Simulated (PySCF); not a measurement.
**Basis and Hamiltonian dependence of the excitation energy of H**

H 1s1 (2S) → H 2p1 (2P). Calculated with PySCF 2.14 from differences of total energies of unrestricted determinants, without spin-orbit coupling. Values in eV.

| basis | Hamiltonian | functions | UHF | r2SCAN | PBE0 |
| --- | --- | --- | --- | --- | --- |
| aug-cc-pVDZ | non-relativistic | 9 | 12.285 | 11.795 | 11.765 |
| dyall-av2z | non-relativistic | 13 | 11.570 | 11.132 | 11.094 |
| ANO-RCC-VTZP | spin-free X2C | 14 | 12.413 | 11.942 | 11.898 |
| def2-TZVPPD | non-relativistic | 17 | 11.088 | 10.693 | 10.649 |
| aug-cc-pVTZ | non-relativistic | 23 | 11.236 | 10.827 | 10.786 |
| dyall-av3z | spin-free X2C | 29 | 10.803 | 10.442 | 10.394 |
| dyall-av3z | non-relativistic | 29 | 10.803 | 10.442 | 10.394 |
| dyall-acv3z | non-relativistic | 29 | 10.803 | 10.442 | 10.394 |
| def2-QZVPPD | non-relativistic | 33 | 10.842 | 10.477 | 10.428 |
| x2c-QZVPPall with one added diffuse shell each of s, p, d type | spin-free X2C | 39 | 11.209 | 10.803 | 10.760 |
| aug-cc-pVQZ | non-relativistic | 46 | 10.856 | 10.484 | 10.439 |
| aug-cc-pVQZ-DK | spin-free X2C | 46 | 10.856 | 10.484 | 10.439 |
| aug-cc-pVQZ with one added diffuse shell each of s, p, d, f type | non-relativistic | 62 | 10.208 | 9.962 | 9.903 |
| aug-cc-pV5Z | non-relativistic | 80 | 10.660 | 10.313 | 10.265 |

At PBE0, aug-cc-pVDZ, dyall-av2z, ANO-RCC-VTZP, aug-cc-pVTZ, aug-cc-pVQZ with one added diffuse shell each of s, p, d, f type lie more than 0.3 eV from the median of the rows with comparable relativity. Of these, ANO-RCC-VTZP has no diffuse functions of the l that the added or promoted electron needs.

Reference for a calculation without spin-orbit coupling: 10.199 eV (measured, between term centres; NIST).
